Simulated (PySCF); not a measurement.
Gas-phase reaction: ZnI2 + 2 H → ZnH2 + I2, at 1600 K and a standard pressure of 1 bar. Level: GFN2-xTB.

Computed with PySCF (xtb for GFN2) and rigid-rotor harmonic-oscillator thermochemistry at 1 bar. Open shells (unrestricted): H (multiplicity 2); the rest are closed-shell singlets. GFN2 has no spin-polarisation term. ZnH2: computed as isolated molecules; such fragments, hydroxides, amides, oligomers or adducts are transient or little studied in the gas. The harmonic model lacks anharmonicity and excited electronic states, which grow with temperature; levels with a mode under 35 cm⁻¹ are left out. Soft modes under 120 cm⁻¹ make the harmonic entropy rough for ZnI2.

| species | E (Ha) | H(1600 K) − E (kJ/mol) | S°(1600 K) (J/mol/K) |
|---|---|---|---|
| ZnI2 | -8.28506 | 99.9 | 431.7 |
| H | -0.39348 | 33.3 | 149.6 |
| ZnH2 | -1.56041 | 105.1 | 290.8 |
| I2 | -7.65243 | 59.9 | 321.7 |
E: electronic energy; H − E holds the zero-point and thermal terms. 1 Ha = 2625.5 kJ/mol.

**Question.** Work out ΔH°, ΔS°, ΔG° and log10 K from these numbers.

**Answer.** 1. ΔE = 1×(-1.56041) + 1×(-7.65243) − 1×(-8.28506) − 2×(-0.39348) = -0.14082 Ha = -369.7 kJ.
2. Δ(H − E) = 1×(105.1) + 1×(59.9) − 1×(99.9) − 2×(33.3) = -1.5 kJ, so ΔH° = -371.2 kJ.
3. ΔS° = 1×(290.8) + 1×(321.7) − 1×(431.7) − 2×(149.6) = -118.4 J/K; the number of gas molecules changes by -1.
4. ΔG° = ΔH° − TΔS° = -371.2 − 1600×(-118.4)/1000 = -181.8 kJ.
5. log10 K = −ΔG°/(RT ln 10) = 5.94, with RT ln 10 = 30.63 kJ/mol; at standard pressures the products are favoured.
6. A shift of 10 kJ in ΔE would move log10 K by 0.33 here.
7. Lowering the total pressure from 1 bar to 0.01 bar multiplies the mole-fraction quotient K_x = K (p/p°)^(−Δn) by 10^-2, which pushes the balance towards the reactants.
For scale, ΔH°(298 K) is -354 kJ at this level, -142 kJ at ωB97M-V/def2-TZVP†, and runs from -354 to -2 kJ over the 18 levels computed († marks an energy on the PBE0/def2-TZVP geometry).
